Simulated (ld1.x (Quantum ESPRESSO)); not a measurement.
# Reading a pseudo-wave (Ta)

Columns: radius, all-electron u(r) and pseudo u(r) of the 5d shell (level -18.32 eV) of tantalum in the configuration [Xe] 4f14 5d3 6s0 6p0; PBEsol, scalar-relativistic, PAW scheme, ld1.x (Quantum ESPRESSO) 7.5.

```csv
r (bohr),all-electron,pseudo
0.155,0.1730,0.0011
0.310,-0.2544,0.0083
0.465,-0.2934,0.0268
0.620,-0.0529,0.0601
0.775,0.2259,0.1093
0.930,0.4515,0.1730
1.085,0.6076,0.2476
1.240,0.7025,0.3275
1.395,0.7502,0.4063
1.550,0.7636,0.4772
1.705,0.7533,0.5346
1.860,0.7271,0.5742
2.015,0.6906,0.5939
2.170,0.6479,0.5939
2.325,0.6021,0.5766
2.480,0.5551,0.5458
2.635,0.5085,0.5064
2.790,0.4632,0.4632
2.945,0.4198,0.4199
3.100,0.3789,0.3789
3.255,0.3407,0.3407
3.410,0.3054,0.3054
3.565,0.2729,0.2729
3.720,0.2432,0.2432
3.875,0.2163,0.2163
4.030,0.1919,0.1919
```

Q: How many radial nodes do the two functions have?

A: The all-electron 5d function has n − l − 1 = 2; the pseudo-wave has 0, since the states of the same l below it are removed with the core.

Q: At about which radius was the pseudo-wave matched?

A: 3.10 bohr. The columns agree to 0.0005 from 2.79 bohr on; several derivatives are matched, so the curves merge somewhat inside the radius.

Q: Is the pseudo-wave norm-conserving?

A: No, it belongs to a PAW set: the norm inside the radius is not constrained, and the difference is carried by the augmentation charge.
